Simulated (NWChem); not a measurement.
HSeOBr; SMILES O[Se]Br

Results from NWChem. This build's default masses of Se (78.918 u) and Br (79.917 u) are each other's, which moves their modes by up to 0.6 %. Each level has its own optimisation; frequencies are unscaled. One conformer.

```tsv
level	r Br–Se (Å)	r O–Se (Å)	r H–O (Å)	highest harmonic frequency (cm⁻¹)	lowest (cm⁻¹)	zero-point energy (kcal/mol)	dipole (D)
Hartree-Fock/STO-3G	2.318	1.814	0.994	4208	226	10.7	1.69
B3LYP/3-21G	2.522	1.810	1.001	3403	156	8.8	2.60
Hartree-Fock/3-21G	2.482	1.770	0.969	3843	180	9.7	2.69
PBE-D3(BJ)/def2-SVP	2.368	1.812	0.981	3642	170	9.0	1.80
```
